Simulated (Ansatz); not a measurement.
Species: AlH₃ (charge +1, doublet). 
Geometry from a B3LYP-D3(BJ)/def2-TZVP (Ansatz, a first-principles code) optimisation:
```
Al
H 1 1.5437
H 1 1.6724 2 146.81
H 1 1.6724 2 146.81 3 -180.00
```
Charge +1, spin multiplicity 2.

Basis-set convergence of Hartree-Fock and MP2 correlation energies (hartree) with Ansatz. Correlated levels leave the core frozen unless marked. Open shells are spin-unrestricted. Spin-orbit coupling is left out. Non-relativistic.

| basis | functions | E(HF) | E(corr, MP2) |
|---|---|---|---|
| def2-SVPD | 48 | -243.19814 | -0.05921 |
| def2-TZVPPD | 99 | -243.28279 | -0.06891 |
| def2-QZVPPD | 175 | -243.28983 | -0.07336 |

Extrapolating the two largest sets (X = 3 and 4) as X^-3: E(corr) = (64·(-0.07336) - 27·(-0.06891))/37 = -0.0766 Eh, an estimate of the basis-set limit. The largest set recovers 95.8 % of it, the smallest 77.3 %.
